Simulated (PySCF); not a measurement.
A series of substituents X on one scaffold: SiH2(OH)-X. Gas-phase values, no solvent. One relaxed conformer stands for each flexible species; it need not be the lowest. Strings in code marks are SMILES.

All values below come from B3LYP-D3(BJ)/def2-TZVP // PBE0-D4/def2-TZVP run with PySCF. All candidates: neutral, multiplicity 1. B3LYP has the VWN-RPA correlation part, as in Gaussian. Delta-SCF ions had no search for a lower state. Excitations are Tamm–Dancoff values on a coarser integration grid. The basis has no diffuse functions, so Rydberg states are missing or too high.

```json
{
 "LUMO": "-0.83 eV",
 "vertical ionisation energy (Delta-SCF)": "9.08 eV",
 "S1 excitation (TDA)": "4.72 eV"
}
```

Task: Say which member has these values.
A) `O[SiH2]B(O)O`
B) `C[S@](=O)[SiH2]O` (O–S–Si–O torsion -17°, S–Si–O–H torsion 14°)
C) `O[SiH2]I` (H–O–Si–I torsion 54°)
D) `O[SiH2]C(F)F` (H–O–Si–C torsion 51°, O–Si–C–F torsion -53°)

Result: B, `C[S@](=O)[SiH2]O` (O–S–Si–O torsion -17°, S–Si–O–H torsion 14°). The others give `O[SiH2]C(F)F` (H–O–Si–C torsion 51°, O–Si–C–F torsion -53°): -0.43 eV, 10.77 eV, 6.73 eV; `O[SiH2]I` (H–O–Si–I torsion 54°): -0.53 eV, 9.92 eV, 5.86 eV; `O[SiH2]B(O)O`: -0.34 eV, 10.24 eV, 6.52 eV
